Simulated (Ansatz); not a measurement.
Consider the ligand exchange at a B–C bond: `OBCCl` + H₂S → `OBS` + `CCl`.

Program: Ansatz. Geometries: PBE0-D4/def2-TZVP. ΔE: electronic, gas phase. CCSD(T)/CBS adds triple-zeta CCSD(T) − MP2 to the extrapolated MP2 energy (def2 sets, frozen cores). This one scheme is used for every species. Functionals use def2-TZVPP. Each species was taken in one conformer, which may not be the lowest.

| level | ΔE (kcal/mol) |
| --- | --- |
| CAM-B3LYP | -12.9 |
| MP2/def2-SVP | -14.1 |
| HF/CBS(def2) | -14.3 |
| CCSD/CBS(def2) | -12.9 |

Q: What does CCSD(T)/CBS give? (An estimate is asked.)

A: Computed: -13.0 kcal/mol. The listed levels differ from it by 0.1, -1.1, -1.3, 0.1 kcal/mol.

Largest T1 diagnostic among the species: 0.013.

Leaving LDA and LC-ωPBE aside and taking each functional with its dispersion term where it has one, the values, not all of them listed here, spread over 1.4 kcal/mol, from PBE-QIDH to ωB97M-V. LDA lies +2.2 kcal/mol from PBE without D4.
